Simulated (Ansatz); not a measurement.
Consider the redistribution: `[OH][Zr]([OH])([OH])[Cl]` + `CSB(C)Br` → `[OH][Zr]([OH])([Cl])[Br]` + `CSB(C)O`.

Gas-phase electronic energies from Ansatz, PBE0-D4/def2-TZVP geometries. CBS: MP2 limit from def2 TZ/QZ plus the TZ coupled-cluster correction, frozen cores. DFT in def2-TZVPP. Elements past krypton have def2 core potentials. For Br, Zr outer-core shells are correlated without core-valence functions, which leaves a few kJ/mol of doubt a bond. Scalar relativity is left out up to krypton. One conformer a species, not always the lowest.

```json
{"level": "ωB97M-V", "ΔE (kcal/mol)": "-17.1"}
{"level": "B2PLYP", "ΔE (kcal/mol)": "-17.4"}
{"level": "HF/def2-TZVPP", "ΔE (kcal/mol)": "-21.1"}
{"level": "CCSD/def2-TZVPP", "ΔE (kcal/mol)": "-17.4"}
```

What does CCSD(T)/CBS give? (An estimate is asked.)

Computed: -16.3 kcal/mol. The listed levels differ from it by -0.8, -1.1, -4.8, -1.1 kcal/mol.

Largest T1 diagnostic among the species: 0.016.

From PBE to PBE0 (25 % exact exchange), in def2-TZVPP and without D4, ΔE moves by −1.2 kcal/mol. In def2-TZVPP, CCSD(T) changes the Hartree–Fock value by +4.0 kcal/mol (the triples alone add +0.3 kcal/mol) and MP2 by +5.0 kcal/mol.
